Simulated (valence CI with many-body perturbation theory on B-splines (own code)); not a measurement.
# E1 line list for Mo IV

Level of theory: valence CI with perturbative core correlation (CI+MBPT): three valence electrons over a frozen Dirac-Fock core [Kr], radial functions for each j: 7 s, 7 p, 8 d, 6 f, 4 g, 1 h, with the one-electron correlation potential Σ1 (screened to all orders), the two-electron term Σ2, the three-electron term Σ3, Breit, model QED; selected single and double excitations, second order for the rest, scaled by the run's own slope (own B-spline code, finite nucleus).

Set against measurement, 64 paired levels are off by 530 cm⁻¹ on average, the worst by 1922. These come from a selection out of Sugar and Musgrove, J. Phys. Chem. Ref. Data 17, 155 (1988). Levels without a partner in it may be off by more, other configurations by 1,000 to 8,000 cm⁻¹.

Lines 151 to 200 of 544 in falling wavelength, among levels below 213210 cm⁻¹, chosen from the strongest by gf and those to the six lowest levels. Wavelengths and rates use the calculated energies, so an error of 500 cm⁻¹ moves a line at 1912 Å by 0.96 % and its rate by three times that or more. Electric multipoles are in the length gauge, E1 and E2 with the static RPA response of the core. Weak lines are less certain than strong ones. Lines between different terms over intervals too small for the method are left out, as are lines whose strength nearly cancels. Where a level lies close to another of its J and parity, the split of strength between their lines is uncertain. The highest levels of a list are the least certain.

Names give the largest LS component (configuration and term), which can be under half, so a name can repeat, a term be missing and a line seem to break the LS rules; names also repeat where a configuration has a term twice. Letters in brackets count levels of one name in rising energy.

```tsv
λ vac (Å)	λ from measured levels	Upper	Lower	A (s⁻¹)	S (a.u.)
1912	1900	4d2.5p 4D°_5/2 [b]	4d2.5s 4P_3/2	1.43e+08	2.97e+00
1900		4d2.5p 2H°_11/2	4d2.5s 2G_9/2	5.47e+08	2.22e+01
1900	1887	4d2.5p 4F°_7/2	4d2.5s 4F_5/2	1.52e+08	4.10e+00
1899		4d2.5p 2P°_3/2 [c]	4d2.5s 2S_1/2	5.18e+08	7.01e+00
1898		4d2.5p 2P°_3/2 [b]	4d2.5s 2P_3/2	4.87e+08	6.58e+00
1892	1884	4d2.5p 2F°_5/2 [a]	4d2.5s 4F_3/2	1.75e+08	3.52e+00
1890	1878	4d2.5p 4F°_9/2	4d2.5s 4F_7/2	1.87e+08	6.24e+00
1867	1846	4d2.5p 4D°_7/2 [b]	4d2.5s 4P_5/2	2.76e+08	7.08e+00
1867		4d2.5p 2D°_3/2 [a]	4d2.5s 4F_3/2	2.50e+08	3.21e+00
1866	1856	4d2.5p 4D°_5/2 [a]	4d2.5s 4F_7/2	1.58e+08	3.05e+00
1860	1851	4d2.5p 4D°_7/2 [a]	4d2.5s 4F_9/2	2.93e+08	7.45e+00
1858	1855	4d2.5p 4P°_5/2	4d2.5s 2D_5/2	3.34e+08	6.34e+00
1846	1836	4d2.5p 2D°_5/2 [b]	4d2.5s 4P_5/2	1.85e+08	3.45e+00
1844	1833	4d2.5p 2D°_5/2 [b]	4d2.5s 4P_3/2	1.95e+08	3.63e+00
1832	1822	4d2.5p 4D°_1/2 [a]	4d2.5s 4F_3/2	5.46e+08	3.32e+00
1829	1820	4d2.5p 4D°_5/2 [a]	4d2.5s 4F_5/2	1.70e+08	3.09e+00
1829	1820	4d2.5p 4D°_3/2 [a]	4d2.5s 4F_5/2	3.27e+08	3.95e+00
1829	1822	4d2.5p 2D°_5/2 [a]	4d2.5s 4F_7/2	1.58e+08	2.87e+00
1813	1797	4d2.5p 2G°_9/2 [b]	4d2.5s 2F_7/2	1.15e+08	3.39e+00
1808	1804	4d2.5p 4P°_3/2	4d2.5s 4P_1/2	2.87e+08	3.35e+00
1794		4d2.5p 2F°_7/2 [c]	4d2.5s 2G_9/2	4.93e+08	1.12e+01
1769		4d2.5d 2H_11/2 [a]	4d2.5p 2H°_11/2	7.63e+07	2.50e+00
1754		4d2.5p 2F°_5/2 [c]	4d2.5s 2G_7/2	6.05e+08	9.67e+00
1704		4d2.4f 4G°_5/2 [b]	4d.5s2 2D_5/2	1.73e+08	2.53e+00
1688		4d2.4f 4F°_5/2	4d.5s2 2D_5/2	2.88e+08	4.10e+00
1685		4d2.5d 2G_9/2 [b]	4d2.5p 2F°_7/2 [c]	1.02e+08	2.41e+00
1678		4d2.4f 2D°_3/2 [a]	4d.5s2 2D_3/2	4.19e+08	3.91e+00
1664		4d2.5d 2F_5/2 [c]	4d2.5p 2F°_5/2 [c]	2.76e+08	3.76e+00
1651		4d2.5d 2G_9/2 [a]	4d2.5p 2G°_9/2 [b]	2.37e+08	5.26e+00
1648		4d2.5d 2F_7/2 [c]	4d2.5p 2F°_5/2 [c]	1.21e+08	2.14e+00
1618		4d2.5d 4F_9/2 [b]	4d2.5p 2F°_7/2 [c]	1.35e+08	2.81e+00
1612		4d2.5d 2F_7/2 [c]	4d2.5p 2F°_7/2 [c]	2.74e+08	4.54e+00
1592		4d2.5d 2G_7/2 [c]	4d2.5p 2F°_5/2 [c]	2.09e+08	3.33e+00
1585		4d2.5d 4F_7/2 [b]	4d2.5p 2D°_5/2 [c]	1.35e+08	2.12e+00
1584		4d2.6p 4G°_7/2	4d.5s2 2D_5/2	1.86e+08	2.93e+00
1580		4d2.6p 2G°_7/2 [a]	4d.5s2 2D_5/2	3.31e+08	5.16e+00
1570		4d2.6p 2F°_5/2 [a]	4d.5s2 2D_3/2	4.76e+08	5.45e+00
1568		4d2.5d 2D_5/2 [b]	4d2.5p 2F°_7/2 [c]	2.78e+08	3.18e+00
1564		4d.5s.5p 2F°_7/2 [b]	4d.5s2 2D_5/2	4.12e+08	6.23e+00
1559		4d2.5d 2D_5/2 [b]	4d2.5p 2P°_3/2 [b]	3.97e+08	4.45e+00
1557		4d2.5d 2D_3/2 [d]	4d2.5p 2F°_5/2 [c]	2.81e+08	2.09e+00
1550		4d2.5d 2G_9/2 [c]	4d2.5p 2F°_7/2 [c]	1.48e+08	2.73e+00
1550		4d2.5d 2F_5/2 [c]	4d2.5p 2D°_3/2 [c]	7.91e+08	8.72e+00
1549		4d2.6p 4F°_5/2 [b]	4d.5s2 2D_5/2	2.71e+08	2.99e+00
1548		4d2.5d 2F_7/2 [c]	4d2.5p 2D°_5/2 [c]	4.67e+08	6.83e+00
1547		4d2.6p 4G°_5/2	4d.5s2 2D_3/2	3.63e+08	3.98e+00
1546		4d2.5d 2D_5/2 [c]	4d2.5p 2F°_7/2 [c]	2.51e+08	2.74e+00
1539		4d2.5d 4D_7/2 [b]	4d2.5p 2D°_5/2 [c]	3.09e+08	4.44e+00
1537		4d2.5d 2D_5/2 [c]	4d2.5p 2P°_3/2 [b]	2.36e+08	2.53e+00
1521		4d2.5d 2D_3/2 [c]	4d2.5p 2P°_1/2 [b]	3.34e+08	2.32e+00
```
